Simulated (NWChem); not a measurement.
Species: C₅H₅N; SMILES C1(C=CC=N1)=C

```xyz
11

C      0.0139    -2.0674     0.0000
C      0.0127    -0.7235     0.0000
C      1.1686     0.1848     0.0000
C      0.6576     1.4381     0.0000
C     -0.8044     1.2730     0.0000
N     -1.1910     0.0317     0.0000
H      0.9393    -2.6353     0.0000
H     -0.9229    -2.6151     0.0000
H      2.2075    -0.1203     0.0000
H      1.1925     2.3801     0.0000
H     -1.5262     2.0866     0.0000
```
Atoms are numbered in this order, from 1.

Level: B3LYP/6-31G* (spherical d) (NWChem), optimised geometry, unscaled harmonic frequencies. 

```json
[
 {"frequency (cm⁻¹)": "215", "IR intensity (km/mol)": "7.6"},
 {"frequency (cm⁻¹)": "356", "IR intensity (km/mol)": "2.5"},
 {"frequency (cm⁻¹)": "525", "IR intensity (km/mol)": "1.1"},
 {"frequency (cm⁻¹)": "657", "IR intensity (km/mol)": "8.7"},
 {"frequency (cm⁻¹)": "712", "IR intensity (km/mol)": "1.8"},
 {"frequency (cm⁻¹)": "771", "IR intensity (km/mol)": "2.2"},
 {"frequency (cm⁻¹)": "805", "IR intensity (km/mol)": "29.7"},
 {"frequency (cm⁻¹)": "854", "IR intensity (km/mol)": "3.8"},
 {"frequency (cm⁻¹)": "916", "IR intensity (km/mol)": "14.5"},
 {"frequency (cm⁻¹)": "917", "IR intensity (km/mol)": "1.5"},
 {"frequency (cm⁻¹)": "951", "IR intensity (km/mol)": "0.0"},
 {"frequency (cm⁻¹)": "955", "IR intensity (km/mol)": "10.6"},
 {"frequency (cm⁻¹)": "972", "IR intensity (km/mol)": "39.1"},
 {"frequency (cm⁻¹)": "1007", "IR intensity (km/mol)": "12.6"},
 {"frequency (cm⁻¹)": "1105", "IR intensity (km/mol)": "11.6"},
 {"frequency (cm⁻¹)": "1247", "IR intensity (km/mol)": "6.5"},
 {"frequency (cm⁻¹)": "1332", "IR intensity (km/mol)": "1.5"},
 {"frequency (cm⁻¹)": "1377", "IR intensity (km/mol)": "28.9"},
 {"frequency (cm⁻¹)": "1456", "IR intensity (km/mol)": "3.4"},
 {"frequency (cm⁻¹)": "1520", "IR intensity (km/mol)": "28.3"},
 {"frequency (cm⁻¹)": "1629", "IR intensity (km/mol)": "7.2"},
 {"frequency (cm⁻¹)": "1723", "IR intensity (km/mol)": "4.7"},
 {"frequency (cm⁻¹)": "3183", "IR intensity (km/mol)": "2.7"},
 {"frequency (cm⁻¹)": "3201", "IR intensity (km/mol)": "23.8"},
 {"frequency (cm⁻¹)": "3242", "IR intensity (km/mol)": "5.4"},
 {"frequency (cm⁻¹)": "3263", "IR intensity (km/mol)": "7.4"},
 {"frequency (cm⁻¹)": "3275", "IR intensity (km/mol)": "3.0"}
]
```

```yaml
zero_point_energy: 54.5 kcal/mol
thermal correction to the enthalpy at 298.15 K (with zero-point energy): 58.1 kcal/mol
heat capacity Cv: 17.7 cal/(mol K)
entropy at 298.15 K and 1 atm (symmetry number 1): 70.5 cal/(mol K)
dipole_moment: 1.96 D
```

Rigid rotor and harmonic oscillator.
